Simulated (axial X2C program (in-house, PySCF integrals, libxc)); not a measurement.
## Curves of RuCl⁺ from open-shell CI on d6 s0 p(π)0

Computed with an axial X2C code built on PySCF integrals: two-component X2C with atomic mean-field Coulomb and Gaunt terms, basis Ru dyall-v3z, Cl dyall-v3z (cores contracted in-house). Orbitals come from Hartree–Fock averaged over the configuration Ru d6 s0 p(π)0; CI then distributes these electrons over the d, s, p(π) shells of Ru.

Scan along the bond; masses Ru 101.904 u, Cl 34.969 u. Energies in cm⁻¹ from the lowest point; levels are followed by energy order within each Ω. Lowest level at 2.238 Å: 100% d6.

```csv
R (Å),(1)Ω=4,(1)Ω=3,(1)Ω=2,(1)Ω=1,(1)Ω=0,(2)Ω=0,(2)Ω=3,(2)Ω=2,(2)Ω=1
2.081,2268,2689,3124,3571,4023,4036,6644,6811,6988
2.160,535,953,1386,1833,2287,2302,4512,4679,4849
2.238,0,412,842,1289,1746,1764,3661,3826,3988
2.328,450,855,1281,1728,2187,2209,3818,3982,4134
2.417,1701,2098,2519,2965,3427,3454,4837,4998,5140
2.518,3775,4163,4578,5023,5486,5521,6703,6859,6987
2.641,6882,7259,7666,8108,8572,8617,9614,9762,9870
```

Problem. Fit the curves (1)Ω=4, (1)Ω=3, (1)Ω=2, (1)Ω=1, (1)Ω=0, (2)Ω=0, (2)Ω=3, (2)Ω=2, (2)Ω=1 near their minima.

Solution. From the open-shell CI curves, Te from the lowest:

| level | Te (cm⁻¹) | Re (Å) | ωe (cm⁻¹) |
| --- | --- | --- | --- |
| (1)Ω=4 | 0 | 2.243 | 425.3 |
| (1)Ω=3 | 412 | 2.244 | 424.6 |
| (1)Ω=2 | 841 | 2.244 | 424.2 |
| (1)Ω=1 | 1288 | 2.244 | 424.1 |
| (1)Ω=0 | 1745 | 2.244 | 424.3 |
| (2)Ω=0 | 1764 | 2.243 | 424.7 |
| (2)Ω=3 | 3597 | 2.268 | 418.8 |
| (2)Ω=2 | 3762 | 2.269 | 418.5 |
| (2)Ω=1 | 3921 | 2.269 | 417.6 |

Without dynamic correlation distances can be off by several hundredths of an Å (long for ionic bonds, short for multiple bonds) and the wavenumbers are rough.

The 9 lowest curves are shown; the next is (3)Ω=0, from 4083 cm⁻¹.

There is no dynamic correlation: spin–orbit spacings and, for f shells, spacings inside one term are the most reliable numbers, splittings between terms come out too wide, and energies between configurations are not reliable, so the lowest level need not be the ground state of the molecule. For d shells the ligand-field splittings (σ, π, δ) and their order can be off by a thousand cm⁻¹ or more. At most 4 roots were kept for each Ω > 0 (twice that for Ω = 0) within 3.2 eV of the lowest, so higher up levels can be missing between those listed; levels with Ω > 0 are doubly degenerate and listed once, Ω = 0 levels singly. Some active spinors are only partly of the character that their shell is named for, so the shell names and counts are nominal. States that fill the shells left empty in the average are placed too high.
